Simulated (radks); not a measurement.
Effect of the nuclear size on neutral thulium, [Xe] 4f13 6s2. Method: Dirac Kohn-Sham, LDA (Slater exchange, Perdew-Wang correlation), spin-unpolarised, spherical densities, finite nucleus; open shells fill j = l - 1/2 first; Fermi nuclear charge, rms radius 5.2256 fm; computed with a radial shooting solver on a logarithmic mesh with Libxc functionals. The rms radius is varied about that value; shifts are against it.

rms radius (fm)  total energy shift (eV)  density at nucleus (e/bohr^3)  1s1/2 shift (meV)  2s1/2 shift (meV)  5s1/2 shift (meV)  5p1/2 shift (meV)  6s1/2 shift (meV)  4f7/2 shift (meV)  6p1/2 (empty) shift (meV)
4.4104                             -10.1                      9.949e+05              -4140               -557              -4.27              0.421             -0.168              0.732                      0.144
5.0114                             -2.77                      9.577e+05              -1130               -153              -1.17              0.115             -0.046              0.201                      0.039
5.2256                                 0                      9.458e+05              0.000              0.000              0.000              0.000              0.000              0.000                      0.000
5.6071                              5.14                      9.262e+05               2100                283               2.17             -0.214              0.086             -0.372                     -0.073
5.9102                              9.40                      9.117e+05               3850                518               3.97             -0.391              0.156             -0.680                     -0.134

Slopes of the eigenvalues against <r^2> in GHz/fm^2, as finite differences over the two radii next to the reference (eigenvalue slopes, not the field-shift constants of lines): 1s1/2 124000, 2s1/2 16700, 5s1/2 128, 5p1/2 -12.6, 6s1/2 5.03, 4f7/2 -21.9, 6p1/2 (empty) -4.30.
